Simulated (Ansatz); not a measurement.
Consider the redistribution: `C[Si](N)(O)[SiH3]` + `CO[CH2][AlH][SiH3]` → `CO[Si](C)(N)O` + `[SiH3][CH2][AlH][SiH3]`.

Isolated molecules relaxed with PBE0-D4/def2-TZVP in Ansatz; ΔE leaves out vibrations. CCSD(T)/CBS adds triple-zeta CCSD(T) − MP2 to the extrapolated MP2 energy (def2 sets, frozen cores). Functionals use def2-TZVPP. B3LYP here is the variant with VWN-RPA as its local correlation; programs differ in this. One conformer a species, not always the lowest.

```json
{"level": "PBE-D4", "ΔE (kJ/mol)": "-204.6", "difference from CCSD(T)/CBS": "36.3"}
{"level": "r2SCAN-D4", "ΔE (kJ/mol)": "-231.9", "difference from CCSD(T)/CBS": "9.0"}
{"level": "PBE0-D4", "ΔE (kJ/mol)": "-220.9", "difference from CCSD(T)/CBS": "20.0"}
{"level": "B3LYP-D4", "ΔE (kJ/mol)": "-227.5", "difference from CCSD(T)/CBS": "13.4"}
{"level": "ωB97X-V", "ΔE (kJ/mol)": "-230.2", "difference from CCSD(T)/CBS": "10.7"}
{"level": "ωB97M-V", "ΔE (kJ/mol)": "-240.4", "difference from CCSD(T)/CBS": "0.5"}
{"level": "B2PLYP", "ΔE (kJ/mol)": "-238.2", "difference from CCSD(T)/CBS": "2.7"}
{"level": "PBE", "ΔE (kJ/mol)": "-205.1", "difference from CCSD(T)/CBS": "35.8"}
{"level": "r2SCAN", "ΔE (kJ/mol)": "-232.1", "difference from CCSD(T)/CBS": "8.8"}
{"level": "PBE0", "ΔE (kJ/mol)": "-221.6", "difference from CCSD(T)/CBS": "19.3"}
{"level": "B3LYP", "ΔE (kJ/mol)": "-228.5", "difference from CCSD(T)/CBS": "12.4"}
{"level": "HF/def2-TZVPP", "ΔE (kJ/mol)": "-257.8", "difference from CCSD(T)/CBS": "-16.9"}
{"level": "MP2/def2-TZVPP", "ΔE (kJ/mol)": "-251.7", "difference from CCSD(T)/CBS": "-10.8"}
{"level": "SCS-MP2/def2-TZVPP", "ΔE (kJ/mol)": "-247.8", "difference from CCSD(T)/CBS": "-6.9"}
{"level": "CCSD/def2-TZVPP", "ΔE (kJ/mol)": "-242.6", "difference from CCSD(T)/CBS": "-1.7"}
{"level": "CCSD(T)/def2-TZVPP", "ΔE (kJ/mol)": "-238.6", "difference from CCSD(T)/CBS": "2.3"}
{"level": "HF/def2-QZVPP", "ΔE (kJ/mol)": "-259.6", "difference from CCSD(T)/CBS": "-18.7"}
{"level": "MP2/def2-QZVPP", "ΔE (kJ/mol)": "-253.7", "difference from CCSD(T)/CBS": "-12.8"}
{"level": "SCS-MP2/def2-QZVPP", "ΔE (kJ/mol)": "-249.9", "difference from CCSD(T)/CBS": "-9.0"}
{"level": "HF/CBS(def2)", "ΔE (kJ/mol)": "-259.8", "difference from CCSD(T)/CBS": "-18.9"}
{"level": "MP2/CBS(def2)", "ΔE (kJ/mol)": "-254.0", "difference from CCSD(T)/CBS": "-13.1"}
{"level": "CCSD/CBS(def2)", "ΔE (kJ/mol)": "-244.9", "difference from CCSD(T)/CBS": "-4.0"}
{"level": "CCSD(T)/CBS", "ΔE (kJ/mol)": "-240.9", "difference from CCSD(T)/CBS": "0"}
```

Largest T1 diagnostic among the species: 0.012.

From PBE to PBE0 (25 % exact exchange), in def2-TZVPP and without D4, ΔE moves by −16.5 kJ/mol. In def2-TZVPP, CCSD(T) changes the Hartree–Fock value by +19.3 kJ/mol (the triples alone add +4.0 kJ/mol) and MP2 by +6.1 kJ/mol.
